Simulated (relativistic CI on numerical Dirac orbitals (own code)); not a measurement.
**Sensitivity of the levels of Re46+ to α and to the nuclear radius**

Computed by Dirac-Coulomb-Breit CI, KLI orbitals optimised for each configuration, derivatives by finite differences, unscaled Slater integrals, QED left out (own radial code, finite nucleus).

Configuration list (outside the closed core [Ar] 3d10): 4s, 4p, 4d, 4f, 5s, 5p, 5d, 5f. Levels of other configurations are missing.

With x = (α/α₀)² − 1 an excitation energy changes as ω = ω₀ + qx; K = 2q/ω₀ is the relative enhancement. Terms are leading LS components, so labels can repeat. The field-shift factor is F = δν/δ⟨r²⟩ for the transition from the lowest level.

Lowest level 4s 2S_1/2.

```tsv
Level	ω₀ (cm⁻¹)	q (cm⁻¹)	F (GHz/fm²)
4p 2P°_1/2	819084	140900	-2360
4p 2P°_3/2	1694806	1.207e+06	-2510
4d 2D_3/2	2938386	1.263e+06	-2500
4d 2D_5/2	3124176	1.455e+06	-2500
4f 2F°_5/2	4450554	1.444e+06	-2470
4f 2F°_7/2	4497743	1.49e+06	-2460
5s 2S_1/2	8120701	768600	-1300
5p 2P°_1/2	8518726	829000	-2390
5p 2P°_3/2	8930465	1.326e+06	-2470
5d 2D_3/2	9523806	1.351e+06	-2460
5d 2D_5/2	9613814	1.444e+06	-2460
5f 2F°_5/2	10202546	1.439e+06	-2450
5f 2F°_7/2	10229944	1.466e+06	-2450
```

At this charge energies of transitions that change n are usually good to better than 1 %, and those within a shell (Δn = 0) to a few per cent.

(1) Which transition from the lowest level has the largest |K|?

Results:

(1) 4p 2P°_3/2 at 1694806 cm⁻¹, K = 1.42.
